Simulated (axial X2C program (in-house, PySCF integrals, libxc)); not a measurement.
Testing model relations on NaCu⁻

A bond curve at the PBE0 level, 2c, was computed with an axial X2C code built on PySCF integrals (basis Cu dyall-acv3z [10s10p7d4f2g], Na dyall-av3z [10s9p5d2f] (cores contracted in-house)) for the state Ω = 1/2 (⟨Sz⟩ = 0.50, ⟨Lz⟩ = 0.00 at PBE0). Its fit gives Re = 2.7784 Å, ωe = 150.3 cm⁻¹, ωexe = 1.09 cm⁻¹ and αe = 1.255e-03 cm⁻¹; the masses are 62.9296 and 22.9898 u. Two-component means X2C with spin–orbit coupling and atomic mean-field Coulomb and Gaunt terms.

Q: Find the reduced mass, Be and the force constant.

A: From the PBE0 values: μ = 16.8383 u. Be = 16.8576/(μ Re²) = 0.1297 cm⁻¹. k = 5.8918×10⁻⁷ μ ωe² = 0.224 mdyn/Å.

Q: Estimate De from a Morse curve and compare with the computed well depth of 0.946 eV to Cu- + Na.

A: De(Morse) = ωe²/(4ωexe) = 0.642 eV against 0.946 eV computed, a ratio of 0.68. The extrapolation falls short: long-range attraction (ionic or ion–induced dipole) or a change of character along the curve can cause this.

Q: Where do the fundamental and the first overtone lie?

A: ν(1←0) = ωe − 2ωexe = 148.1 cm⁻¹; ν(2←0) = 2ωe − 6ωexe = 294.1 cm⁻¹.

Q: Estimate the centrifugal constant by the Kratzer relation.

A: D = 4Be³/ωe² = 3.86e-07 cm⁻¹.

Q: A Morse curve ties αe to the other constants (Pekeris). How well does that hold?

A: αe(Morse) = 6Be²/ωe × (√(ωexe/Be) − 1) = 1.275e-03 cm⁻¹; the PBE0 curve gives 1.255e-03 cm⁻¹, a ratio of 1.02.

The state is a single determinant with fixed occupations, the lowest that a limited PBE0 search found. De is counted from the lowest determinant-based energies of the atoms at the same level, without counterpoise correction. Density functionals use the spin component along the axis (collinear). The highest occupied level of some functionals is positive through self-interaction error; at Hartree–Fock it is bound.
